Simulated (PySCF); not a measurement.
C7H4F4.
SMILES with atom numbers: `[F:1][c:2]1[cH:3][cH:4][c:5]([C:6]([F:7])([F:8])[F:9])[cH:10][cH:11]1`

Definitions: NICS(0) = −σiso at the ring centroid; NICS(1) = −σiso and NICS(1)zz = −σzz at ±1 Å along the ring normal z. Level: GIAO B97-2/pcSseg-2 (PySCF, non-relativistic, gas phase) on the PBE0-D3(BJ)/def2-SVP geometry, one conformer.

Ring bond lengths (Å): C2–C3 1.391, C3–C4 1.391, C4–C5 1.396, C5–C10 1.396, C10–C11 1.391, C11–C2 1.390.

Q: What do the NICS probes read (ppm)?

A: 
```json
{"ring": "C2–C3–C4–C5–C10–C11", "type": "6-membered carbocycle; formal bonds all aromatic", "NICS(0)": "-10.6", "NICS(1), two faces": "-10.0 / -10.3", "NICS(1)zz, two faces": "-27.2 / -27.7", "rms pucker (Å)": "0.00", "centre to ring atoms, mean (Å)": "1.39"}
```

Q: What can be read from them?

A: 
- C2–C3–C4–C5–C10–C11: mean NICS(1)zz -27.5 ppm, shielded, aromatic by this magnetic criterion (flat ring, no four-coordinate atom).

Q: How equal are the bonds by HOMA? HOMA takes Krygowski's 1993 parameters.

A: 
- C2–C3–C4–C5–C10–C11: HOMA 0.99 = 1 − EN − GEO, with mean bond length 1.392 Å, EN = α(Ropt − mean)² = 0.005 and GEO = α × variance = 0.002. The geometric and the magnetic index point the same way.

Q: What field does 9.4 T along the ring normal induce along that normal at the first NICS(1) probe listed for ring C2–C3–C4–C5–C10–C11, 1 Å off the ring?

A: NICSzz × B0 = -27.2 ppm × 9.4 T = -256 μT, against the applied field.

Q: Give the inner angles of the rings.

A: 
- C2–C3–C4–C5–C10–C11: C2 121.7°, C3 118.9°, C4 120.2°, C5 120.0°, C10 120.2°, C11 118.9°; sum 720.0° against 720° for a flat convex ring.

Q: What are the shieldings of the ring atoms and their hydrogens in the same run (means over atoms taken as equivalent)?

A: 
```tsv
atoms	environment	σ isotropic (ppm)	principal values of the symmetric part, first atom (ppm)
C2	aromatic C–F carbon	9.2	-80.9, 24.8, 83.6
C3 (×2)	aromatic CH carbon	61.9	-23.9, 43.6, 165.6
C4 (×2)	aromatic CH carbon	48.2	-55.5, 26.0, 173.5
C5	substituted aromatic carbon	48.5	-43.4, 32.1, 156.6
H on C3 (×2)	aromatic hydrogen	24.13	20.7, 24.4, 27.3
H on C4 (×2)	aromatic hydrogen	23.49	19.4, 22.2, 28.9
```

Q: How do the values depend on the level or the medium?

A: 
```csv
level,"NICS(0), C2–C3–C4–C5–C10–C11","mean NICS(1)zz, C2–C3–C4–C5–C10–C11"
"B97-2/pcSseg-2, gas",-10.6,-27.5
"PBE0/pcSseg-1, gas",-10.5,-27.6
```

The geometry is the same throughout.

Conformer computed: `[F:1][c:2]1[cH:3][cH:4][c:5]([C:6]([F:7])([F:8])[F:9])[cH:10][cH:11]1`: C4–C5–C6–F7 -33°.
